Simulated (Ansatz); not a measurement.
In(NH2)3 (InN₃H₆). Total charge 0; singlet. Geometry PBE-D4/def2-SVP, basis def2-TZVP, Ansatz.

```xyz
10

In   -0.022    0.003    0.011
N    -0.008   -1.818    1.000
H     0.766   -1.903    1.671
H     0.077   -2.620    0.361
N    -1.157    0.184   -1.713
H    -0.868    0.977   -2.302
H    -1.110   -0.650   -2.313
N     0.430    1.717    1.085
H     1.233    1.594    1.716
H     0.659    2.518    0.483
```

```csv
run,HOMO (eV),LUMO (eV)
A,-6.88,-1.18
B,-6.47,-1.54
C,-5.80,-1.74
D,-10.20,1.41
E,-9.22,0.47
F,-9.70,0.84
```

In the def2 sets In takes a core potential; there is no spin–orbit coupling. LC-ωPBE has ω = 0.4 bohr⁻¹. HSE06 is defined as in plane-wave codes, on full-range PBE exchange.

Task: The runs used HF, HSE06, LC-ωPBE, PBE0, r2SCAN, ωB97M-V. Estimate which is which.

Result: A PBE0 (25 % exact exchange); B HSE06 (range-separated); C r2SCAN (0 % exact exchange); D HF (100 % exact exchange); E ωB97M-V (range-separated); F LC-ωPBE (range-separated). Exact exchange lowers occupied and raises empty levels; among semilocal functionals meta-GGAs tend to open the gap a little, and such runs are hard to tell apart. The gap grows from 4.06 eV (r2SCAN) to 11.61 eV (HF).
